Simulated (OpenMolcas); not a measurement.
Pm3+ among 3 point charges of -2 e arranged as a planar triangle (D3h).

```
Program             : OpenMolcas 26.06
Method              : CASSCF
Basis               : ANO-RCC-VDZP [7s6p4d2f1g]
Scalar Hamiltonian  : DKH2, point nucleus
Active space        : 4 electrons in 7 orbitals (4f)
State averaging     : 2S+1 = 5 even, 35 roots (32 in the spin-orbit step); 2S+1 = 3 even, 117 roots kept (CI in the orbitals of an earlier block, 106 in the spin-orbit step); 2S+1 = 1 even, 75 roots kept (CI in the orbitals of an earlier block, 31 in the spin-orbit step)
Spin-orbit coupling : state interaction with AMFI integrals over the reference wave functions
```

All point charges move together. At R = 2.55 Å the width of the lowest J multiplet is 626 cm-1, and at R = 2.78 Å it is 494 cm-1.

Question: A third run gives 737 cm-1. What distance was it run at?

Answer: With a power law R^-n the two known points give n = -ln(494 / 626) / ln(2.78 / 2.55) = 2.74. Then R = 2.55 × (626 / 737)^(1/2.74) = 2.403 Å. The run was at 2.4 Å, so the estimate is off by +0.003 Å.

High states are left out of the spin-orbit mixing, which shifts the levels that they would mix with. This is an electrostatic model: the charges have no orbitals. An unlabelled pair can be two single states that coincide in this model. No measured value stands beside these numbers.
